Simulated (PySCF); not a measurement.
Compound: C5H4ClO2 (doublet state).
Geometry (GFN2-xTB, Å), atoms numbered from 1 in this order:
```
atom  x, y, z in Å
C1    -2.132   -0.369   -0.069
C2    -0.810    0.007   -0.005
C3    -0.266    1.276    0.209
O4     1.090    1.230    0.208
C5     1.449   -0.057   -0.005
O6     2.754   -0.354   -0.047
C7     0.354   -0.848   -0.143
Cl8    0.333   -2.531   -0.430
H9    -2.394   -1.395   -0.242
H10   -2.915    0.354    0.052
H11   -0.726    2.230    0.359
H12    3.264    0.455    0.088
```

The hyperfine couplings belong to this conformer and change with its torsions.

The species is `[CH2]c1coc(O)c1Cl` [radical].

Computed, not measured: PySCF 2.14.0, UKS B3LYP, pcH-1 on C Cl H O, non-relativistic, mean-field spin-orbit, GIAO. The structure is a single GFN2-xTB conformer in the gas phase; no vibrational or solvent corrections. Couplings are sensitive to structure, and on GFN2-xTB geometries they can be far from those on DFT ones. The SCF solution wasn't tested for stability. ⟨S²⟩ is 0.775 where a pure state has 0.75.

Problem. Where do the isotropic ENDOR lines of H9, H10 and H11 fall at 339.0 mT, to first order?

Solution. For S = 1/2 in fast tumbling each set of equivalent nuclei gives two lines, ν± = |νn ± a/2| to first order, with νn = g_N μN B/h and μN/h = 7.62259 MHz/T.

| nuclei | isotope | g_N | νn (MHz) | a_iso (MHz) | lower line (MHz) | upper line (MHz) |
| --- | --- | --- | --- | --- | --- | --- |
| H9 | 1H | 5.5857 | 14.43 | -46.79 | 8.96 | 37.83 |
| H10 | 1H | 5.5857 | 14.43 | -44.91 | 8.02 | 36.89 |
| H11 | 1H | 5.5857 | 14.43 | -36.79 | 3.96 | 32.83 |

Problem. Which pairs are centred on the nuclear Larmor frequency, and which on half the coupling?

Solution. No pair is centred on νn. Centred on |a|/2 and split by 2νn: H9, H10 and H11.

Problem. At what field would the lower line of H10 fall to zero frequency?

Solution. Where νn = |a|/2, that is B = 22.45 MHz/(5.5857 × 7.62259 MHz/T) = 527 mT, as far as first order holds there.

H9 and H10 aren't averaged: C1 is flat or nearly so (angle sum 360°), and its turn about the short C1–C2 bond (1.38 Å) is taken as slow.

The largest Mulliken spin populations are on C1 (+0.76), C3 (+0.51) and C2 (-0.21). The angles at C1 add up to 360.0°, so it is planar; its axial dipolar tensor and the negative couplings of its protons fit spin in a p orbital normal to that plane.

Hardware: one thread, Intel Xeon at 2.70 GHz (x86_64) (shared host). Cost: 76 s (with the writing of density and orbital grids), 0.90 GiB resident at most.
